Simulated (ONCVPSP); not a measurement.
# How hard is this iridium ONCV potential?

ONCVPSP 4.0.1 input, shortened (lines: element, Z, core and valence counts, functional; n l f; lmax; l rc ep ncon nbas qcut; lloc lpopt rc5 dvloc0; l nproj debl; icmod fcfact rcfact), PBE, scalar-relativistic:

```
  Ir 77.00   11    3        4      upf
    1    0    2.00
    2    0    2.00
    2    1    6.00
    3    0    2.00
    3    1    6.00
    3    2   10.00
    4    0    2.00
    4    1    6.00
    4    2   10.00
    4    3   14.00
    5    0    2.00
    5    1    6.00
    5    2    7.00
    6    0    2.00
    2
    0    2.20    0.00    4    8    2.30
    1    1.70    0.00    5    9    7.60
    2    2.35    0.00    3    8    7.80
    4    5    1.70    0.00
    0    2    3.60
    1    2    0.60
    2    2    3.00
    3    5.25    1.45
```

In the p channel the program set the typed energies aside and used -2.010, 0.250 Ha.

**Question.** For each optimised wave give the share of its norm inside rc, the residual kinetic energy above qcut (Ha) and the cutoffs (Ha) for errors of 10, 1, 0.1 and 0.01 mHa per electron.

**Answer.**

```json
{"wave": "6s", "norm inside rc": "0.268", "residual KE": "9.4e-03", "10 mHa": "2.6", "1 mHa": "9.7", "0.1 mHa": "30.2", "0.01 mHa": "36.1"}
{"wave": "s projector 2", "norm inside rc": "0.140", "residual KE": "3.9e-01", "10 mHa": "11.9", "1 mHa": "32.2", "0.1 mHa": "39.3", "0.01 mHa": "43.9"}
{"wave": "5p", "norm inside rc": "0.917", "residual KE": "5.0e-05", "10 mHa": "10.4", "1 mHa": "21.3", "0.1 mHa": "26.9", "0.01 mHa": "79.8"}
{"wave": "p projector 2", "norm inside rc": "0.085", "residual KE": "3.6e-05", "10 mHa": "9.1", "1 mHa": "19.2", "0.1 mHa": "26.2", "0.01 mHa": "43.2"}
{"wave": "5d", "norm inside rc": "0.829", "residual KE": "6.7e-10", "10 mHa": "13.1", "1 mHa": "16.9", "0.1 mHa": "20.2", "0.01 mHa": "22.9"}
{"wave": "d projector 2", "norm inside rc": "0.166", "residual KE": "7.9e-09", "10 mHa": "13.9", "1 mHa": "18.1", "0.1 mHa": "21.5", "0.01 mHa": "24.4"}
```

The occupied waves need 21 Ha and 30 Ha for 1 and 0.1 mHa. Note: no bound ghost flagged; GHOST(+) flagged for d at 11.8 eV, s at 20.1 eV.
